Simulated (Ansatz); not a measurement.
Molecule: sum formula HBOF, charge 1, multiplicity 1. 
Coordinates optimised at B3LYP-D3(BJ)/def2-TZVP (Ansatz, a quantum-chemistry and plane-wave program):
SMILES: B(F)=[OH+]
```xyz
4

F     -1.2127     0.2744    -0.2794
B     -0.0313    -0.0029    -0.0216
O      1.1394    -0.2201     0.3170
H      1.9559    -0.6944     0.0867
```
Charge +1, spin multiplicity 1.

PBE beside other levels, property by property. Valence correlation only, unless marked. Open shells are spin-unrestricted. Spin-orbit coupling is left out. No relativistic terms. Basis-set limits of correlation are two-point, X^-3; Hartree-Fock from the larger set. [CCSD(T)-MP2]/basis is that difference in the basis named. Vertical energies are electronic, to the SCF solution reached for that spin. Anions need diffuse functions, of which def2-TZVPD holds fewer than the aug- sets. The coupled-cluster column (Ansatz) is a level with limits of its own: RI-MP2/CBS(aug-cc-pVTZ,aug-cc-pVQZ)+[CCSD(T)-MP2]/aug-cc-pVTZ.

```
property                                        PBE/def2-TZVPD (Ansatz)  B3LYP-D3(BJ)/def2-TZVPD (Ansatz + dftd3)  B2PLYP-D3(BJ)/def2-TZVPD (Ansatz + dftd3)  RI-MP2/CBS(aug-cc-pVTZ,aug-cc-pVQZ) (Ansatz)  coupled cluster
----------------------------------------------  -----------------------  ----------------------------------------  -----------------------------------------  --------------------------------------------  ---------------
vertical electron affinity to the doublet (eV)                     5.45                                      5.43                                       5.23                                          5.11             5.19
vertical ionisation energy to the doublet (eV)                    22.66                                     22.93                                      23.00                                         23.43            23.17
```

As the rows show:
- vertical electron affinity to the doublet: PBE lies 0.26 eV above coupled cluster.
- vertical ionisation energy to the doublet: PBE lies 0.51 eV below coupled cluster.
